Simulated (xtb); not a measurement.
xtb input:

```bash
xtb mol.xyz --gfn 2 --ohess tight --chrg 1 --uhf 0
```
mol.xyz:
```
4

Ge    -0.03269440    -0.01656167    -0.01254313
H     -0.88457787    -1.22219556    -0.01662848
H     -0.62420010     1.40051672     0.00948828
H      1.49894002    -0.11186098     0.02951195
```

Question: Which total energy does the run end on?

Answer: -2.93289 Eh (GFN2-xTB).
